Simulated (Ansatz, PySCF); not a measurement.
Zn(Br)(OMe) (CH3BrOZn), SMILES [Zn]([Br])[O]C.

The structure is a stationary point at PBE-D3(BJ)/def2-SVP. The structure was generated by enumeration; whether it is a known compound was not checked. The values are those of a single conformer.

Vertical ionisation energy (IE) and electron affinity (EA) in eV. Rows of orbital energies are one-electron estimates. Where ΔSCF, EOM or ADC give a negative EA the extra electron is unbound and the value depends on the basis.

```
level                                                                  IE    EA
-------------------------------------------------------------------  ----  ----
−ε(HOMO), −ε(LUMO), M06-2X/def2-TZVP (PySCF)                         9.24  0.85
−ε(HOMO), −ε(LUMO), PBE/def2-TZVP (PySCF)                               ?     ?
ΔSCF, PBE0/def2-SVPD (Ansatz), final states of multiplicity 2 and 2  9.79  0.03
ΔSCF, PBE/def2-SVPD (Ansatz), final states of multiplicity 2 and 2   9.40  0.14
```

Question: Complete the blanks. (The exact figures need the calculation; the answer reports its results.)

Answer: 
- −ε(HOMO), −ε(LUMO), PBE/def2-TZVP (PySCF), IE: 6.21
- −ε(HOMO), −ε(LUMO), PBE/def2-TZVP (PySCF), EA: 2.39

Question: What vertical singlet–triplet gap does ΔSCF give with PBE0/def2-SVPD (Ansatz, an electronic-structure program) and with PBE/def2-SVPD (Ansatz)? (An estimate is asked for; the answer gives what the named calculation found.)

Answer: 4.56 and 4.09 eV (triplet above singlet where positive).
